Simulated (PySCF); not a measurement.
# Mn⁺: ionisation energy

Mn⁺ [Ar] 3d5 4s1 (7S) → Mn²⁺ [Ar] 3d5 (6S), as a difference of total energies. Computed with PySCF 2.14 in x2c-SVPall (5s3p3d1f, 36 functions), with the spin-free X2C one-electron Hamiltonian (Gaussian nucleus). Correlated levels: valence: [Ar] frozen. The calculations carry no spin-orbit coupling.

```csv
method,ionisation energy (eV),error (eV)
UHF,14.800,-0.840
BP86,16.164,+0.524
TPSS,15.812,+0.172
MP2 (valence),14.998,-0.642
SCS-MP2 (valence),14.866,-0.774
```

Reference: 15.640 eV (measured; NIST Atomic Spectra Database, ionization energies).

Errors of the correlated levels include the incompleteness of this basis and the frozen core.
